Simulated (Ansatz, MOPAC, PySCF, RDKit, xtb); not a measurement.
Noncovalent pair: C2H2 (SMILES C#C) (first 4 atoms) with C2H6 (SMILES CC); geometry from B3LYP-D3(BJ)/def2-TZVP, rigid monomers moved along the line of their centres of mass till H4···C5 is 4.03 Å.
(charge 0, multiplicity 1):
```
atom    x (Å)    y (Å)    z (Å)
----  -------  -------  -------
C      0.4223  -0.2433  -0.5811
C     -0.3359   0.0052   0.3111
H      1.0955  -0.4638  -1.3733
H     -1.0057   0.2247   1.1064
C     -0.7748   0.3116   5.1288
C      0.6966  -0.0922   5.1054
H     -0.9372   1.2533   4.5991
H     -1.1357   0.4480   6.1500
H     -1.4036  -0.4501   4.6617
H      1.0553  -0.2278   4.0837
H      0.8566  -1.0306   5.6398
H      1.3218   0.6680   5.5778
```

Monomers are frozen at their geometry in the pair; levels with a basis set take the counterpoise correction. Rows marked so take none. RDKit's UFF carries no charges.

Correlated levels freeze the cores. Rows in 6-31G*, STO-3G carry no dispersion term and start afresh at each structure (6-31G* with six Cartesian d functions). MP2/6-31G* freezes PySCF's default core. The state reached by AM1, PM7 isn't checked; PM7 holds dispersion and hydrogen-bond terms.

Run with Ansatz (a program for electronic structure); MOPAC for AM1, PM7 (differences of heats of formation); PySCF for 6-31G* rows, STO-3G rows; RDKit for the force fields; xtb for the GFN methods. Each number belongs to the level named beside it.

```json
[
 {"level": "UFF", "interaction energy (kcal/mol)": "-0.39"},
 {"level": "AM1", "interaction energy (kcal/mol)": "0.01"},
 {"level": "PM7", "interaction energy (kcal/mol)": "-0.42"},
 {"level": "GFN1-xTB", "interaction energy (kcal/mol)": "-0.28"},
 {"level": "HF/STO-3G (no counterpoise)", "interaction energy (kcal/mol)": "-0.03"},
 {"level": "r2SCAN/def2-TZVPPD", "interaction energy (kcal/mol)": "-0.15"},
 {"level": "PBE0/def2-TZVPPD", "interaction energy (kcal/mol)": "-0.16"},
 {"level": "MP2/6-31G*", "interaction energy (kcal/mol)": "-0.20"},
 {"level": "CCSD(T)/aug-cc-pVDZ", "interaction energy (kcal/mol)": "?"}
]
```

**Question.** What belongs in the gaps?

**Answer.** 
- CCSD(T)/aug-cc-pVDZ, interaction energy (kcal/mol): -0.32
